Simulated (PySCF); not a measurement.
# UHF on Mg²⁺ (magnesium, charge +2)

Configuration: [Ne], closed-shell 1S. Calculation: PySCF 2.14, in pcseg-2 (5s3p1d, 19 functions); no relativity, point nucleus.

* Total energy: -198.820440 hartree
* One-electron energy: -271.1939 hartree
* Hartree (Coulomb) energy: 88.0465 hartree
* Exchange energy: -15.6731 hartree
* Kinetic energy: 199.37879 hartree
* ⟨S²⟩: 0.0000
* ⟨L²⟩: 0.000
* Sum of ⟨r⟩: 5.736 bohr
* Sum of ⟨r²⟩: 4.756 bohr²
* Density at the nucleus (Gaussians lack the cusp): 1070 bohr⁻³
* Langevin diamagnetic susceptibility: -3.77 ×10⁻⁶ cm³/mol
* Time after the integrals: 0.06 s of wall time on 1 thread of Neoverse-N1 (shared host)

```json
{"shell": "1s", "electrons": "2", "mean orbital energy (eV)": "-1353.2", "rms radius, mean of both spins (bohr)": "0.152"}
{"shell": "2s", "electrons": "2", "mean orbital energy (eV)": "-121.91", "rms radius, mean of both spins (bohr)": "0.759"}
{"shell": "2p", "electrons": "6", "mean orbital energy (eV)": "-81.762", "rms radius, mean of both spins (bohr)": "0.770"}
```
